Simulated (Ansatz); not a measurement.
Ansatz (a quantum-chemistry and plane-wave program) job for Cd(SiH3)(GeH3) (CdGeH₆Si), SMILES [SiH3][Cd][GeH3], PBE-D3(BJ)/def2-SVP. 

Ansatz 0.2 input:
```yaml
crystal:
  periodic: [false, false, false]
  atoms:
    - {symbol: Cd, position_ang: [-0.00000000, 0.00000000, -0.47211843]}
    - {symbol: Si, position_ang: [0.00000000, -0.00000000, -3.02305414]}
    - {symbol: H, position_ang: [-1.00981880, -0.95665564, -3.57598325]}
    - {symbol: H, position_ang: [1.33339748, -0.39620092, -3.57598325]}
    - {symbol: H, position_ang: [-0.32357870, 1.35285655, -3.57598326]}
    - {symbol: Ge, position_ang: [0.00000000, -0.00000000, 2.11240201]}
    - {symbol: H, position_ang: [1.26228241, 0.67602467, 2.70517596]}
    - {symbol: H, position_ang: [-1.21659574, 0.75515632, 2.70517597]}
    - {symbol: H, position_ang: [-0.04568668, -1.43118096, 2.70517597]}
basis:
  gaussian:
    orbitals: def2-SVP
hamiltonian:
  xc: pbe
  dispersion: d3bj
relax: {f_tol: 0.002, max_steps: 200}
```

It prints:

```
Functional definition: PBE
integrals: 0.06 GiB planned
1203 factors; their error is unknown
mean field: 0.30 GiB planned
mean field evaluation 1: about -69031.8823 eV, gradient 3.3e1 eV
mean field evaluation 2: about -69030.1901 eV, gradient 4.1e1 eV
mean field evaluation 4: about -69035.0705 eV, gradient 1.1e0 eV
mean field evaluation 8: about -69035.0054 eV, gradient 1.3e-1 eV
mean field evaluation 16: about -69035.0055 eV, gradient 1.1e-5 eV
mean field -69035.00548477 eV, -2536.9896579580 hartree, gradient 1.1e-5 eV, S^2 0.000000; 0 other end points of the search recorded, 0 dependent functions left out
the calculation of the forces begins
reference -69035.00553096 eV, -2536.9896596555 hartree; 36, 36 occupied and 75, 75 virtual orbitals, 1203 factors
relax step   1: F+E_penalty+E_count = -69035.18049717 eV  Δ(F+E_penalty+E_count) = +0.000e0 eV  max|allowed force component| = 2.982e-1 eV/Å  Δτ_max = 0.0000 Å  (24 SCF iters, accepted)
these checks for a lower state are left out or cut short: starts, cluster_reference, orbital_swaps, neighbouring_geometries, increment
integrals: 0.06 GiB planned
1203 factors; their error is unknown
mean field: 0.30 GiB planned
mean field -69035.01064419 eV, -2536.9898475631 hartree, gradient 6.9e-6 eV, S^2 0.000000; 0 other end points of the search recorded, 0 dependent functions left out
the calculation of the forces begins
reference -69035.01069039 eV, -2536.9898492608 hartree; 36, 36 occupied and 75, 75 virtual orbitals, 1203 factors
relax step   2: F+E_penalty+E_count = -69035.18613834 eV  Δ(F+E_penalty+E_count) = -5.641e-3 eV  max|allowed force component| = 6.367e-2 eV/Å  Δτ_max = 0.0144 Å  (27 SCF iters, accepted)
these checks for a lower state are left out or cut short: starts, cluster_reference, orbital_swaps, neighbouring_geometries, increment
integrals: 0.06 GiB planned
1203 factors; their error is unknown
mean field: 0.30 GiB planned
mean field -69035.01149896 eV, -2536.9898789753 hartree, gradient 7.0e-6 eV, S^2 0.000000; 0 other end points of the search recorded, 0 dependent functions left out
the calculation of the forces begins
reference -69035.01154519 eV, -2536.9898806744 hartree; 36, 36 occupied and 75, 75 virtual orbitals, 1203 factors
relax step   3: F+E_penalty+E_count = -69035.18666776 eV  Δ(F+E_penalty+E_count) = -5.294e-4 eV  max|allowed force component| = 7.544e-3 eV/Å  Δτ_max = 0.0092 Å  (28 SCF iters, accepted)
these checks for a lower state are left out or cut short: starts, cluster_reference, orbital_swaps, neighbouring_geometries, increment
integrals: 0.06 GiB planned
1203 factors; their error is unknown
mean field: 0.30 GiB planned
mean field evaluation 32: about -69035.0115 eV, gradient 5.7e-2 eV
mean field -69035.01147630 eV, -2536.9898781428 hartree, gradient 2.4e-5 eV, S^2 0.000000; 0 other end points of the search recorded, 0 dependent functions left out
the calculation of the forces begins
reference -69035.01152254 eV, -2536.9898798417 hartree; 36, 36 occupied and 75, 75 virtual orbitals, 1203 factors
relax step   4: F+E_penalty+E_count = -69035.18668051 eV  Δ(F+E_penalty+E_count) = -1.275e-5 eV  max|allowed force component| = 7.240e-4 eV/Å  Δτ_max = 0.0017 Å  (17 SCF iters, accepted)
integrals: 0.06 GiB planned
1203 factors; their error is unknown
mean field: 0.30 GiB planned
mean field -69035.01147630 eV, -2536.9898781428 hartree, gradient 2.4e-5 eV, S^2 0.000000; 1 other end points of the search recorded, 0 dependent functions left out
the calculation of the forces begins
reference -69035.01152254 eV, -2536.9898798417 hartree; 36, 36 occupied and 75, 75 virtual orbitals, 1203 factors
Total energy: -69035.18672674 eV, -2536.9963184776 hartree
Atom 0 at     0.000016     0.000017    -0.470637 Å, force    -0.000023     0.000029    -0.000096 eV/Å
Atom 1 at    -0.000002    -0.000004    -3.011975 Å, force     0.000012    -0.000005     0.000724 eV/Å
Atom 2 at    -1.017322    -0.963697    -3.573471 Å, force     0.000055     0.000075    -0.000192 eV/Å
Atom 3 at     1.343237    -0.399182    -3.573477 Å, force    -0.000097     0.000002    -0.000206 eV/Å
Atom 4 at    -0.325921     1.362860    -3.573488 Å, force     0.000043    -0.000089    -0.000193 eV/Å
Atom 5 at     0.000001     0.000016     2.104147 Å, force     0.000011    -0.000001     0.000444 eV/Å
Atom 6 at     1.268496     0.679409     2.701262 Å, force    -0.000429    -0.000212    -0.000153 eV/Å
Atom 7 at    -1.222636     0.758843     2.701257 Å, force     0.000393    -0.000272    -0.000168 eV/Å
Atom 8 at    -0.045867    -1.438262     2.701190 Å, force     0.000037     0.000472    -0.000160 eV/Å
Dipole moment:     0.000005     0.000007    -0.048647 e Å
```

Self-consistency was reached.

Cost: roughly 27 core-seconds.
